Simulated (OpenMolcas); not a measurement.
# Lines of Zr III: computed and rescaled rates

| Quantity | Value |
| --- | --- |
| Program | OpenMolcas |
| Method | CASSCF |
| Basis | ANO-RCC-VQZP [8s7p5d3f2g1h] |
| Scalar Hamiltonian | DKH4, point nucleus |
| Active space | 2 electrons in 5 orbitals (4d) |
| State averaging | 2S+1 = 3 even, 10 roots; 2S+1 = 1 even, 14 roots kept (CI in the orbitals of an earlier block) |
| Spin-orbit coupling | state interaction with AMFI integrals over the reference wave functions, term energies averaged over their components |

Rates come from the transition moments of the reference wave functions (E1 and E2 in the length form). At fixed line strength A goes as λ^-3 for E1 and M1 and as λ^-5 for E2, so a rate at the computed wavelength can be rescaled to the measured one. Measured vacuum wavelengths follow from level energies in Moore, Atomic Energy Levels, vol. II, NSRDS-NBS 35 (1971 reprint of NBS Circular 467, 1952); NIST levels as listed in Rynkun, Gaigalas and Jonsson, Astron. Astrophys. 637, A10 (2020). Branching counts decays inside the model space alone, at computed energies, and the table is only a selection of the E2 and M1 lines, drawn from those between levels with measured partners whose computed energy lies within a factor of 1.5 of the measured one.

| Upper | Lower | Type | λ computed (nm) | λ measured (nm) | A computed (s-1) | A rescaled (s-1) | Branching % |
| --- | --- | --- | --- | --- | --- | --- | --- |
| 4d² ³P₀ | 4d² ³F₂ | E2 | 972.1 | 1240 | 1.31e-01 | 3.88e-02 | 100.0 |
| 4d² ¹G₄ | 4d² ³F₄ | M1 | 803.8 | 1046 | 7.42e-02 |  | 57.2 |
| 4d² ³P₁ | 4d² ³F₃ | E2 | 1018 | 1308 | 6.92e-02 | 1.98e-02 | 56.3 |
| 4d² ³P₂ | 4d² ³F₄ | E2 | 1039 | 1360 | 6.34e-02 | 1.65e-02 | 43.5 |
| 4d² ¹G₄ | 4d² ³F₃ | M1 | 753.8 | 964.5 | 5.41e-02 |  | 41.7 |
| 4d² ³P₁ | 4d² ³F₂ | E2 | 952.7 | 1201 | 4.75e-02 | 1.49e-02 | 38.6 |
| 4d² ³P₂ | 4d² ³F₃ | E2 | 956.7 | 1226 | 2.57e-02 | 7.44e-03 | 17.6 |
| 4d² ³P₂ | 4d² ³F₃ | M1 | 956.7 | 1226 | 1.54e-02 |  | 10.5 |
| 4d² ³F₄ | 4d² ³F₃ | M1 | 12120 | 12420 | 1.14e-02 | 1.06e-02 | 100.0 |
| 4d² ³F₃ | 4d² ³F₂ | M1 | 14810 | 14680 | 7.90e-03 | 8.11e-03 | 100.0 |
| 4d² ³P₂ | 4d² ³F₂ | M1 | 898.6 | 1131 | 4.70e-03 |  | 3.2 |
| 4d² ³P₂ | 4d² ³F₂ | E2 | 898.6 | 1131 | 4.26e-03 | 1.35e-03 | 2.9 |
| 4d² ³P₂ | 4d² ³P₁ | M1 | 15840 | 19510 | 3.04e-03 | 1.63e-03 | 2.1 |

Spin-changing lines and M1 lines between different terms are not rescaled, since their strength hangs on the term gaps too.

The largest correction is for 4d² ³P₂ → 4d² ³F₄ (E2): 6.34e-02 × (1039 / 1360)^5 = 1.65e-02 s-1, a factor of 0.26.

The computed rate and branching of 4d² ³F₃ → 4d² ³F₂ give the upper level a radiative lifetime of 1.000 / 7.90e-03 s-1 = 1.27e+02 s, counting decays inside the model space alone. The rescaled rate gives about 1.2e+02 s.

These are rates of the free ion; in crystals, glasses and complexes forced electric-dipole and non-radiative decay shorten such lifetimes by orders of magnitude. No measured rate stands beside these. Rescaling mends the energy factor alone: line strengths can still be far off where a level mixes with configurations outside the active space, and weak or spin-changing lines hang on small mixing coefficients that depend on the term gaps too, so rescaling need not improve them.

Levels of configurations with an s electron are missing; early in the row they begin among the upper levels of the d shell and mix with terms of their name. Without dynamic correlation excited terms often stand tens of per cent too high (terms of higher spin than the ground term too low), and those without a measured partner can miss by more than the paired ones. Terms from blocks run as CI alone lack orbitals of their own. Computed and measured levels are paired by configuration, term and J; levels that our copy of the source lacks, or whose pairing is in doubt (as where it misses far off the trend of its configuration), stay unpaired. Only configurations of the active space appear.
